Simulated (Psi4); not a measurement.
CH₅GaN (SMILES [CH3][Ga+][NH2]), charge +1, singlet, at a GFN2-xTB geometry (such geometries of metal compounds can be far from the true shape); WB97X/def2-SVPD (Psi4 1.11).

Input for Psi4:
```
memory 2 GB

molecule mol {
1 1
Ga   -0.020782   -0.041393    0.018720
C    -0.329657    1.590347   -1.183725
H    -1.183712    2.142603   -0.780540
H    -0.533255    1.223758   -2.194273
H     0.585327    2.190416   -1.152936
N     0.456383   -1.421577    1.124747
H     0.548975   -2.362451    0.735364
H     0.010157   -1.502186    2.041189
}

set {
  basis def2-svpd
  reference rks
  scf_type pk
  puream true
  d_convergence 1e-8
  dft_radial_points 99
  dft_spherical_points 590
}

energy('wb97x')
print_variables()
```

Q: What does Psi4 print? Leave out banner, timings and long lists.

A: 
```
   => Loading Basis Set <=

    Name: DEF2-SVPD
    Role: ORBITAL
    Keyword: BASIS

         ---------------------------------------------------------
                                   SCF
               by Justin Turney, Rob Parrish, Andy Simmonett
                          and Daniel G. A. Smith
                              RKS Reference
         ---------------------------------------------------------

  ==> Geometry <==

    Molecular point group: c1
    Full point group: C1

    Geometry (in Angstrom), charge = 1, multiplicity = 1:

       Center              X                  Y                   Z               Mass
    ------------   -----------------  -----------------  -----------------  -----------------
         GA          -0.025038189270    -0.021687257886     0.003977918411    68.925573500000
         C           -0.333913189270     1.610052742114    -1.198467081589    12.000000000000
         H           -1.187968189270     2.162308742114    -0.795282081589     1.007825032230
         H           -0.537511189270     1.243463742114    -2.209015081589     1.007825032230
         H            0.581070810730     2.210121742114    -1.167678081589     1.007825032230
         N            0.452126810730    -1.401871257886     1.110004918411    14.003074004430
         H            0.544718810730    -2.342745257886     0.720621918411     1.007825032230
         H            0.005900810730    -1.482480257886     2.026446918411     1.007825032230

  Running in c1 symmetry.

  Rotational constants: A =      3.35319  B =      0.13247  C =      0.13142 [cm^-1]
  Rotational constants: A = 100525.99782  B =   3971.45601  C =   3939.83964 [MHz]
  Nuclear repulsion =  170.297955943584299

  Charge       = 1
  Multiplicity = 1
  Electrons    = 48
  Nalpha       = 24
  Nbeta        = 24

  ==> Algorithm <==

  SCF Algorithm Type is PK.
  DIIS enabled.
  MOM disabled.
  Fractional occupation disabled.
  Guess Type is SAD.
  Energy threshold   = 1.00e-06
  Density threshold  = 1.00e-08
  Integral threshold = 1.00e-12

  ==> Primary Basis <==

  Basis Set: DEF2-SVPD
    Blend: DEF2-SVPD
    Number of shells: 50
    Number of basis functions: 118
    Number of Cartesian functions: 126
    Spherical Harmonics?: true
    Max angular momentum: 2

  ==> DFT Potential <==

   => LibXC <=

    Version 7.1.2
    S. Lehtola, C. Steigemann, M. J. T. Oliveira, and M. A. L. Marques,  SoftwareX 7, 1–5 (2018) (10.1016/j.softx.2017.11.002)

[...]
   @RKS iter   7: -2020.17360162498790   -1.42528e-05   2.11411e-05 DIIS
   @RKS iter   8: -2020.17360505738293   -3.43240e-06   3.66643e-06 DIIS
   @RKS iter   9: -2020.17360519284853   -1.35466e-07   6.84934e-07 DIIS
   @RKS iter  10: -2020.17360520701482   -1.41663e-08   2.22310e-07 DIIS
   @RKS iter  11: -2020.17360520792136   -9.06539e-10   3.49854e-08 DIIS
   @RKS iter  12: -2020.17360520796160   -4.02451e-11   8.41984e-09 DIIS
  Energy and wave function converged.

  ==> Post-Iterations <==

   Electrons on quadrature grid:
      Ntotal   =   47.9999999024 ; deviation = -9.762e-08

    Orbital Energies [Eh]
    ---------------------

    Doubly Occupied:

[...]
    Virtual:

[...]
     118A      3.400585

    Final Occupation by Irrep:
              A
    DOCC [    24 ]
    NA   [    24 ]
    NB   [    24 ]

  @RKS Final Energy: -2020.17360520796160

   => Energetics <=

    Nuclear Repulsion Energy =            170.2979559435842987
    One-Electron Energy =               -3139.1118377160591990
    Two-Electron Energy =                1017.3962472553957923
    DFT Exchange-Correlation Energy =     -68.7559706908826342
    Empirical Dispersion Energy =           0.0000000000000000
    VV10 Nonlocal Energy =                  0.0000000000000000
    Total Energy =                      -2020.1736052079616002

Computation Completed

Properties will be evaluated at   0.000000,   0.000000,   0.000000 [a0]

Properties computed using the SCF density matrix

 Multipole Moments:

 ------------------------------------------------------------------------------------
     Multipole            Electronic (a.u.)      Nuclear  (a.u.)        Total (a.u.)
 ------------------------------------------------------------------------------------

 L = 1.  Multiply by 2.5417464519 to convert [e a0] to [Debye]
 Dipole X            :          0.0225831           -0.3941294           -0.3715463
 Dipole Y            :         -1.7396858            1.8246843            0.0849985
 Dipole Z            :          1.1557980           -1.3650607           -0.2092627
 Magnitude           :                                                    0.4348129

 ------------------------------------------------------------------------------------

  Variable Map:
  ----------------------------------------------------------------------------
[...]
  Array Variable Map:
  ----------------------------------------------------------------------------
[...]
[...]
```
